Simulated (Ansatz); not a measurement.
# Nudged elastic band run: AsH3OS

Input file:

```yaml
crystal:
  periodic: [false, false, false]
  atoms:
    - { symbol: S, position_ang: [-1.08648, -1.093513, -1.045715] }
    - { symbol: O, position_ang: [-0.520808, -0.457648, 0.383264] }
    - { symbol: As, position_ang: [0.746803, 0.877443, 0.214114] }
    - { symbol: H, position_ang: [-2.071902, -0.202858, -1.303286] }
    - { symbol: H, position_ang: [1.953378, -0.053233, 0.024944] }
    - { symbol: H, position_ang: [0.979007, 0.929809, 1.726679] }
basis:
  gaussian: { orbitals: def2-TZVP }
hamiltonian:
  xc: b3lyp
neb:
  order_check: false
  images: 5
  f_tol: 0.05
  max_iterations: 60
  final_atoms:
    - { symbol: S, position_ang: [-0.95699526, -0.85652479, -1.10070136] }
    - { symbol: O, position_ang: [-0.39581111, -0.96400605, 0.46264155] }
    - { symbol: As, position_ang: [0.96339066, 0.09236744, 1.08531059] }
    - { symbol: H, position_ang: [-1.78913113, 0.19891914, -0.94932896] }
    - { symbol: H, position_ang: [1.82402845, 0.08393481, -0.18392044] }
    - { symbol: H, position_ang: [0.35451639, 1.44530944, 0.68599863] }
  initial_path:
    images:
      - { positions_ang: [[-1.08648, -1.093513, -1.045715], [-0.520808, -0.457648, 0.383264], [0.746803, 0.877443, 0.214114], [-2.071902, -0.202858, -1.303286], [1.953378, -0.053233, 0.024944], [0.979007, 0.929809, 1.726679]] }
      - { positions_ang: [[-1.0545371, -1.05575735, -1.05423656], [-0.48101375, -0.49501768, 0.39628823], [0.86127533, 0.75710625, 0.33746939], [-2.04866293, -0.16543495, -1.24156626], [1.94705745, -0.09200566, -0.13510318], [0.77587899, 1.05110939, 1.69714838]] }
      - { positions_ang: [[-1.02259419, -1.0180017, -1.06275812], [-0.4412195, -0.53238736, 0.40931245], [0.97574767, 0.6367695, 0.46082478], [-2.02542385, -0.12801189, -1.17984651], [1.9407369, -0.13077832, -0.29515036], [0.57275098, 1.17240978, 1.66761775]] }
      - { positions_ang: [[-0.99065129, -0.98024605, -1.07127967], [-0.40142526, -0.56975704, 0.42233668], [1.09022, 0.51643274, 0.58418018], [-2.00218478, -0.09058884, -1.11812677], [1.93441635, -0.16955098, -0.45519754], [0.36962297, 1.29371016, 1.63808713]] }
      - { positions_ang: [[-0.97943261, -0.93900563, -1.0810869], [-0.39955387, -0.70117338, 0.43577164], [1.04794356, 0.37507764, 0.75122365], [-1.93116689, 0.00591382, -1.06186083], [1.89762038, -0.08505572, -0.36477184], [0.36458744, 1.34424326, 1.3207243]] }
      - { positions_ang: [[-0.96821394, -0.89776521, -1.09089413], [-0.39768249, -0.83258971, 0.44920659], [1.00566711, 0.23372254, 0.91826712], [-1.86014901, 0.10241648, -1.0055949], [1.86082442, -0.00056045, -0.27434614], [0.35955191, 1.39477635, 1.00336146]] }
      - { positions_ang: [[-0.95699526, -0.85652479, -1.10070136], [-0.39581111, -0.96400605, 0.46264155], [0.96339066, 0.09236744, 1.08531059], [-1.78913113, 0.19891914, -0.94932896], [1.82402845, 0.08393481, -0.18392044], [0.35451639, 1.44530944, 0.68599863]] }
```

Launched with:

```bash
$ ansatz run input.yaml --threads 2 --pin off --max-ram 3072MiB --backend cpu --events-out ev --progress --plain --runs-dir out
```

Output, in part (warnings, iteration lines, the closing report on the highest movable image, with atoms numbered from 0):

```
NEB end point (image 0): max|allowed force component| = 9.519e-3 eV/Å (the criterion of neb.relax_end_points is 1.000e-2)
NEB end point (image 6): max|allowed force component| = 3.246e-3 eV/Å (the criterion of neb.relax_end_points is 1.000e-2)
NEB iter   1: max|band force component| = 6.077e0 eV/Å  barrier→ = 3.2410 eV  barrier← = 3.2769 eV  Δτ_max = 0.2000 Å  (194 SCF iters)
NEB iter   2: max|band force component| = 2.172e0 eV/Å  barrier→ = 2.5735 eV  barrier← = 2.6094 eV  Δτ_max = 0.2000 Å  (176 SCF iters)
NEB iter   3: max|band force component| = 8.980e-1 eV/Å  barrier→ = 2.4132 eV  barrier← = 2.4491 eV  Δτ_max = 0.0931 Å  (168 SCF iters)
NEB iter   4: max|band force component| = 1.696e0 eV/Å  barrier→ = 2.2764 eV  barrier← = 2.3123 eV  CI = image 3  Δτ_max = 0.1308 Å  (156 SCF iters)
NEB iter   5: max|band force component| = 2.186e-1 eV/Å  barrier→ = 2.4504 eV  barrier← = 2.4863 eV  CI = image 3  Δτ_max = 0.0658 Å  (155 SCF iters)
NEB iter   6: max|band force component| = 1.805e-1 eV/Å  barrier→ = 2.4388 eV  barrier← = 2.4747 eV  CI = image 3  Δτ_max = 0.0517 Å  (152 SCF iters)
NEB iter   7: max|band force component| = 9.651e-2 eV/Å  barrier→ = 2.4303 eV  barrier← = 2.4662 eV  CI = image 3  Δτ_max = 0.1524 Å  (153 SCF iters)
NEB iter   8: max|band force component| = 1.450e-1 eV/Å  barrier→ = 2.4218 eV  barrier← = 2.4577 eV  CI = image 3  Δτ_max = 0.0767 Å  (151 SCF iters)
NEB iter   9: max|band force component| = 1.333e-1 eV/Å  barrier→ = 2.4179 eV  barrier← = 2.4538 eV  CI = image 3  Δτ_max = 0.0769 Å  (152 SCF iters)
NEB iter  10: max|band force component| = 7.768e-2 eV/Å  barrier→ = 2.4154 eV  barrier← = 2.4513 eV  CI = image 3  Δτ_max = 0.0689 Å  (152 SCF iters)
NEB iter  11: max|band force component| = 8.872e-2 eV/Å  barrier→ = 2.4141 eV  barrier← = 2.4500 eV  CI = image 3  Δτ_max = 0.0348 Å  (152 SCF iters)
NEB iter  12: max|band force component| = 4.250e-2 eV/Å  barrier→ = 2.4139 eV  barrier← = 2.4498 eV  CI = image 3  Δτ_max = 0.0000 Å  (391 SCF iters)
Total energy: -73772.14468299 eV, -2711.0763125443 hartree
Atom 0 at    -1.223622    -0.936663    -1.199328 Å, force    -0.004619    -0.008433    -0.005092 eV/Å
Atom 1 at    -0.324251    -0.908278     0.232393 Å, force     0.004398     0.016573    -0.016161 eV/Å
Atom 2 at     0.935696     0.338789     0.516604 Å, force     0.001687    -0.015448     0.039099 eV/Å
Atom 3 at    -2.159728    -0.026554    -0.856149 Å, force     0.000536    -0.003142     0.002497 eV/Å
Atom 4 at     2.283680     0.024830     0.015522 Å, force    -0.003005    -0.000028    -0.013651 eV/Å
Atom 5 at     0.488223     1.507875     1.290958 Å, force     0.001003     0.010478    -0.006690 eV/Å
Dipole moment:     0.063667     0.354636    -0.015640 e Å
```

It converged. Neighbouring images differ by up to 2.0 eV, so the band resolves the path poorly. A vibrational analysis at the climbing image gives one clearly imaginary mode, 1245i cm⁻¹: a first-order saddle point.

Final band (atoms are numbered from 1 in the order of the input):

```json
{"image": "0", "path coordinate (Å)": "0.00", "energy (eV)": "0.00", "height of As3 over the plane of its neighbours (Å)": "-0.88"}
{"image": "1", "path coordinate (Å)": "0.58", "energy (eV)": "0.01", "height of As3 over the plane of its neighbours (Å)": "-0.88"}
{"image": "2", "path coordinate (Å)": "1.16", "energy (eV)": "0.42", "height of As3 over the plane of its neighbours (Å)": "-0.65"}
{"image": "3", "path coordinate (Å)": "1.74", "energy (eV)": "2.41", "height of As3 over the plane of its neighbours (Å)": "-0.03"}
{"image": "4", "path coordinate (Å)": "2.21", "energy (eV)": "0.77", "height of As3 over the plane of its neighbours (Å)": "0.49"}
{"image": "5", "path coordinate (Å)": "2.67", "energy (eV)": "0.03", "height of As3 over the plane of its neighbours (Å)": "0.78"}
{"image": "6", "path coordinate (Å)": "3.14", "energy (eV)": "-0.04", "height of As3 over the plane of its neighbours (Å)": "0.85"}
```

The run took 2.7 min on 2 threads of Intel(R) Xeon(R) Platinum 8488C (Sapphire Rapids), with other jobs on the host, peak memory 0.32 GiB.
